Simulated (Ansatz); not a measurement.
Species: sum formula GeOCl, charge 0, multiplicity 2. It need not be the lowest isomer of its formula. SMILES: [O]=[Ge][Cl]
Structure (B3LYP-D3(BJ)/def2-TZVP (Ansatz, a first-principles code) minimum search):
```
Ge
O 1 1.6769
Cl 1 2.1954 2 117.59
```
Charge 0, spin multiplicity 2.

Parts of the frozen-core correlation energy in def2-TZVPP (Ansatz, hartree). Frozen orbitals: 20; correlated occupied orbitals by spin: 9 and 8; virtual: 92 and 93. UHF or UKS for open shells. No spin-orbit coupling. Non-relativistic.

```tsv
term	value
reference (HF)	-2609.77864
MP2 opposite-spin	-0.35277
MP2 same-spin	-0.11798
CCSD correlation	-0.51749
(T)	-0.02524
T1 diagnostic	0.090
largest doubles amplitude	0.082
<S^2> of the reference	0.789
```
